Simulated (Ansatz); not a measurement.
A run for Ansatz (an electronic-structure program): U-CCSD(T)/def2-TZVPP on GeF, 2S+1 = 2, a spin state set in the input, which need not be the lowest, a point of a bond scan (R = 1.756 Å).

Ansatz 0.2 input:
```yaml
crystal:
  periodic: [false, false, false]
  atoms:
    - {symbol: F, position_ang: [0.00000000, 0.00000000, 0.00000000]}
    - {symbol: Ge, position_ang: [0.00000000, 0.00000000, 1.75571200]}
basis:
  gaussian:
    orbitals: def2-TZVPP
magnetization: {spin_polarized: true, initial_magnetization: 1}
correlation: {method: ccsd_t, electrons: valence}
output: {orbitals: {seedname: ./end}}
```

Task: What total energy does the run end on?

Result: -2175.3297 hartree (reference determinant -2174.8575, T1 diagnostic 0.016).

Task: How many basis functions does it have, and what does it roughly cost on one machine?

Result: 79 functions; about 8 core-seconds (a rough figure).
